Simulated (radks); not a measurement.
Q: These are the eigenvalues of the occupied orbitals of an atom or ion with whole-number occupations (Ry). Calculated with a radial shooting solver on a logarithmic mesh with Libxc functionals: scalar-relativistic Kohn-Sham, BLYP, spin-unpolarised, spherical densities, point nucleus.

1s: -3945.072
2s: -657.3331
2p: -583.2814
3s: -146.6551
3p: -123.9285
3d: -94.71363
4s: -29.36177
4p: -21.88153
4d: -11.70099
5s: -4.05978
5p: -2.32537
4f: -0.68833
6s: -0.65387

Which element is it, and in what charge state? The configuration may be excited.

A: Z = 66, dysprosium, charge +1: Dy+ in [Xe] 4f10 6s1. The list shows which subshells hold electrons but not how many an open one holds; the 1s level, -1972.5 hartree, gives Z - s = 62.8 by -(Z - s)^2/2, which with screening and relativity narrows Z to a few neighbours, and the depths of the outer levels then fix element, charge and occupations together.
